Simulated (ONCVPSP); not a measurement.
## P (Z = 15), ONCV: configuration errors across variants

ONCVPSP 4.0.1 input, shortened (lines: element, Z, core and valence counts, functional; n l f; lmax; l rc ep ncon nbas qcut; lloc lpopt rc5 dvloc0; l nproj debl; icmod fcfact rcfact), PBEsol, scalar-relativistic:

```
  P 15.00    1    4  -116133      upf
    1    0    2.00
    2    0    2.00
    2    1    6.00
    3    0    2.00
    3    1    3.00
    1
    0    0.70    0.00    3    6   21.30
    1    0.70    0.00    4    8   17.20
    4    5    0.45    3.00
    0    2    1.80
    1    2    0.80
    3    2.25    1.30
```

All-electron excitation energies from the reference (eV): (1) 2s2 2p6 3s2 3p2 9.698; (2) 2s2 2p6 3s2 3p1 28.810; (3) 2s2 2p6 3s2 3p0 58.516; (4) 2s2 2p6 3s1 3p0 110.429.

Errors AE − PS in meV (a dash: test not solved or not reliable):

```
    change   (1)   (2)   (3)   (4)  bound ghosts  GHOST(+) flags above zero
      base  +0.5  +2.2  +6.9  +7.4          none                       none
 p: rc 0.5  +0.3  +1.1  +3.5  +3.1          none                       none
 p: rc 0.6  +0.5  +1.8  +5.4  +5.5          none                       none
p: rc 0.66  +0.5  +2.1  +6.4  +6.7          none                       none
p: rc 0.74  +0.5  +2.3  +7.3  +7.9          none                       none
p: rc 0.84  +0.5  +2.3  +8.1  +8.9          none                       none
p: rc 0.92  +0.4  +2.2  +8.4  +9.3          none                       none
```

Question: Give the same row for: p: rc 1.02.

Answer: +0.2, +2.1, +8.6, +9.2; bound ghosts: none; GHOST(+) flags above zero: none.
